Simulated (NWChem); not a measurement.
System: CH5FSSi; SMILES CS[SiH2]F

```xyz
9

Si     0.4600     1.0389    -0.1610
F     -0.6641     1.9999     0.4949
S      0.3945    -0.9578     0.5667
C     -1.1151    -1.5985    -0.2856
H      0.2161     1.0433    -1.6253
H      1.7981     1.5538     0.2101
H     -1.1314    -2.6778    -0.1218
H     -2.0191    -1.1586     0.1400
H     -1.0715    -1.4019    -1.3596
```
Atoms are numbered in this order, from 1.

Computed with NWChem. Coordinates come from a B3LYP/6-31G* (spherical d) optimisation. Level: M05-2X/def2-SVP with SMD (1 M gas to 1 M solution), gas-phase geometry. Reactions with the solvent are ignored.

| solvent | dielectric constant | solvation free energy (kcal/mol) | cavity-dispersion-structure term (kcal/mol) | dipole in solution (D) |
|---|---|---|---|---|
| water | 78.4 | -0.4 | 3.1 | 2.27 |
| dimethyl sulfoxide | 46.8 | … | … | 2.26 |
| benzene | 2.27 | -3.1 | -1.2 | 2.02 |
| diethyl ether | 4.24 | -3.7 | -1.0 | 2.13 |
| chlorobenzene | 5.70 | -3.7 | -0.7 | 2.16 |
| tetrahydrofuran | 7.43 | -3.4 | -0.3 | 2.19 |
| dichloromethane | 8.93 | -4.1 | -0.9 | 2.20 |

Problem. Some entries are withheld; supply them.

Solution. 
- dimethyl sulfoxide, solvation free energy (kcal/mol): -2.7
- dimethyl sulfoxide, cavity-dispersion-structure term (kcal/mol): 0.9
